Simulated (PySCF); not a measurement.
# Finite-field polarisability of Ne (neon, neutral)

[Ne], closed-shell 1S. Computed with PySCF 2.14 in aug-cc-pCVQZ-DK (9s8p6d4f2g, 109 functions), with the spin-free X2C one-electron Hamiltonian (Gaussian nucleus). Frozen: 1s2. Energy changes in a uniform field (μhartree):

```tsv
axis	F (au)	HF	MP2	CCSD	CCSD(T)
x	0.0093	-100.873	-113.476	-110.592	-112.365
x	0.0186	-403.636	-454.117	-442.568	-449.676
```

(1) Derive α along x at CCSD(T) from the two fields.

(2) And the mean polarisability at each level?

Answers

(1) With ΔE = −αF²/2 − γF⁴/24, α = −(16 ΔE(F) − ΔE(2F))/(6F²) = 2.598 bohr³.

(2) HF 2.332, MP2 2.624, CCSD 2.557, CCSD(T) 2.598 bohr³. Reference: 2.661 bohr³ (recommended; Schwerdtfeger and Nagle, table of static dipole polarizabilities (2023 update)).
